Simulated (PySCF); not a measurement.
Cartesian coordinates in Å; atom numbers follow the order of the lines, from 1:
```xyz
23

C    -2.4772    0.3996   -0.9926
C    -2.2943   -0.2064    0.3880
C    -1.0599   -1.1035    0.4894
N     0.1824   -0.4390    0.1851
C     0.7293    0.4727    1.1711
C     1.9023    1.2093    0.5232
C     2.6987    0.2195   -0.3405
Si    1.3234   -0.8512   -1.0633
H    -1.5941    0.9927   -1.2758
H    -3.3577    1.0581   -1.0364
H    -2.6055   -0.3833   -1.7583
H    -3.1789   -0.8043    0.6673
H    -2.2267    0.5965    1.1426
H    -1.0173   -1.5510    1.5036
H    -1.1850   -1.9519   -0.2069
H    -0.0307    1.1989    1.5120
H     1.0680   -0.0727    2.0799
H     2.5290    1.6975    1.2870
H     1.5006    2.0102   -0.1207
H     3.3426    0.7236   -1.0761
H     3.3482   -0.4157    0.2860
H     0.8855   -0.4586   -2.4443
H     1.6352   -2.3183   -1.1198
```

Geometry: PBE0-D3(BJ)/def2-SVP; GIAO absolute shieldings from PySCF 2.14.0 with density-fitted response routines, gas phase, non-relativistic, averaged over equivalent atoms.

At B97-2/pcSseg-1 (218 basis functions, 72 s wall time on 1 thread of an Intel Xeon, shared host):
| atoms | σ (ppm) |
| --- | --- |
| C3 | 133.9 |
| C5 | 134.3 |
| C6 | 154.1 |
| C2 | 160.2 |
| C1 | 170.3 |
| C7 | 173.5 |
| N4 | 233.5 |
| Si8 | 374.0 |
| H22/H23 | 26.61 |
| H14/H15 | 28.62 |
| H16/H17 | 28.74 |
| H18/H19 | 29.48 |
| H12/H13 | 30.06 |
| H9/H10/H11 | 30.40 |
| H20/H21 | 30.47 |

Problem. Estimate the result of repeating the calculation with PBE0/pcSseg-1.

Solution. 
```csv
atoms,σ at PBE0/pcSseg-1,change
C3,134.4,+0.5
C5,134.9,+0.6
C6,155.0,+0.9
C2,161.3,+1.1
C1,171.5,+1.2
C7,174.4,+0.9
N4,235.3,+1.8
Si8,367.4,-6.6
H22/H23,26.39,-0.22
H14/H15,28.51,-0.11
H16/H17,28.64,-0.10
H18/H19,29.36,-0.12
H12/H13,29.95,-0.11
H9/H10/H11,30.30,-0.10
H20/H21,30.34,-0.13
```

The largest change is at Si8 (silicon bonded to C, N, 2 H, in a 5-membered ring). Cost: 218 basis functions, 80 s wall time on 1 thread of an Intel Xeon, shared host. The order of the carbon signals is the same at both levels.
